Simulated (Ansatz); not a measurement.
CH$_{6}$FGeNSi, SMILES `N=C(F)[SiH2][GeH3]`. Total charge 0; spin multiplicity 1.

```xyz
11

N     0.237    2.666   -0.054
C     0.687    1.511    0.085
F     1.607    1.324    1.055
Si    0.283   -0.112   -0.822
Ge   -0.653   -1.669    0.715
H    -0.445    2.703   -0.807
H    -0.676    0.245   -1.900
H     1.538   -0.638   -1.415
H     0.351   -1.961    1.838
H    -1.940   -1.091    1.321
H    -0.988   -2.978   -0.016
```

Task: What are the harmonic wavenumbers in cm⁻¹ at PBE0-D4/def2-TZVP (Ansatz, finite differences of forces, unscaled)? (Estimate.)

Result: The calculation gave: 41, 79, 79, 230, 335, 359, 411, 446, 526, 573, 712, 719, 759, 813, 880, 881, 897, 924, 1000, 1265, 1748, 2153, 2162, 2170, 2226, 2240, 3545.

Task: Is this a minimum?

Result: Yes, all 27 modes are real.

Task: Give the ideal-gas thermochemistry at 298.15 K and 1 bar (rigid rotor, harmonic oscillator; point group C1, symmetry number 1).

Result: Zero-point energy 168.5 kJ/mol; H(298) − E = 192.2 kJ/mol; entropy 382.1 J/(mol·K), of which translation 171.5, rotation 119.3, vibration 91.4; G(298) − E = 78.3 kJ/mol. Modes under 100 cm⁻¹ are hindered rotations or soft bends, so the harmonic entropy is rough.
